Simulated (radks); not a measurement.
Values are calculated unless marked as measured or tabulated.
Effect of the nuclear size on neutral silver, [Kr] 4d10 5s1. Code: a radial shooting solver on a logarithmic mesh with Libxc functionals. Model: Dirac Kohn-Sham, exchange-only LDA, spin-unpolarised, spherical densities, finite nucleus; Fermi nuclear charge, rms radius 4.5454 fm. The rms radius is varied about that value; shifts are against it.

\begin{tabular}{lrrrrrrrr}
rms radius (fm) & total energy shift (eV) & density at nucleus (e/bohr^3) & 1s1/2 shift (meV) & 2s1/2 shift (meV) & 3p1/2 shift (meV) & 4s1/2 shift (meV) & 4p1/2 shift (meV) & 5s1/2 shift (meV) \\ \hline
3.7727 & -0.879 & 1.488e+05 & -370 & -41.3 & 0.466 & -1.46 & 0.088 & -0.072 \\
4.2863 & -0.310 & 1.462e+05 & -131 & -14.6 & 0.164 & -0.515 & 0.031 & -0.026 \\
4.5454 & 0 & 1.451e+05 & 0.000 & 0.000 & 0.000 & 0.000 & 0.000 & 0.000 \\
4.8409 & 0.373 & 1.439e+05 & 157 & 17.6 & -0.198 & 0.619 & -0.037 & 0.031 \\
5.5727 & 1.38 & 1.411e+05 & 583 & 65.1 & -0.733 & 2.30 & -0.138 & 0.114 \\
\end{tabular}

Slopes of the eigenvalues against <r^2> in GHz/fm^2, as finite differences over the two radii next to the reference (eigenvalue slopes, not the field-shift constants of lines): 1s1/2 13800, 2s1/2 1540, 3p1/2 -17.3, 4s1/2 54.2, 4p1/2 -3.26, 5s1/2 2.69.
